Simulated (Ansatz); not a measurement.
`[CH3][SnH2][CH3]` + H₂ → `[CH3][SnH3]` + CH₄ at 700 K and 1 bar (hydrogenolysis of the Sn–C bond).

Calculated with Ansatz (gas phase, PBE0-D4/def2-TZVP geometries, no zero-point term in ΔE). CBS: MP2 limit from def2 TZ/QZ plus the TZ coupled-cluster correction, frozen cores. This one scheme is used for every species. Elements past krypton have def2 core potentials. For Sn outer-core shells are correlated without core-valence functions, which leaves a few kJ/mol of doubt a bond.

```csv
species,CCSD(T)/CBS energy (Eh),H − E (kJ/mol),S (J/(mol·K))
`[CH3][SnH2][CH3]`,-294.93634,299.6,446.8
H₂,-1.17544,46.8,155.3
`[CH3][SnH3]`,-255.66383,202.9,368.5
CH₄,-40.46206,145.9,224.0
```

H − E and S are ideal-gas, rigid-rotor, harmonic terms from PBE0-D4/def2-TZVP. The MP2-based limit puts H₂ 0.8 mEh under its directly extrapolated value; such offsets cancel only in part. 1 Eh = 2625.50 kJ/mol, R = 8.31446 J/(mol·K).

Task: By hand: ΔE, ΔH, ΔS and ΔG.

Result: ΔE = (-255.66383) + (-40.46206) − (-294.93634) − (-1.17544) = -0.01411 Eh = -37.0 kJ/mol. Δ(H − E) = 202.9 + 145.9 − 299.6 − 46.8 = 2.4, so ΔH = -34.6 kJ/mol. ΔS = 368.5 + 224.0 − 446.8 − 155.3 = -9.6 J/(mol·K). ΔG = -34.6 − 700 × (-9.6)/1000 = -27.9 kJ/mol.

Task: By hand: the equilibrium constant, and the temperature at which ΔG would vanish if ΔH and ΔS stayed fixed.

Result: log₁₀ K = −ΔG/(RT ln 10) = 2.1. ΔG = 0 at ΔH/ΔS = 3604 K, far beyond where these terms or the molecules hold.

The number of gas molecules stays the same, so ΔS is small and ΔH decides. A doubt of 5 kJ/mol in ΔE shifts log₁₀ K by 0.4 here. These are equilibria of isolated gas molecules and say nothing of rates. Largest T1 diagnostic: 0.012 (customary marks: 0.02 for closed shells, 0.045 for open ones).
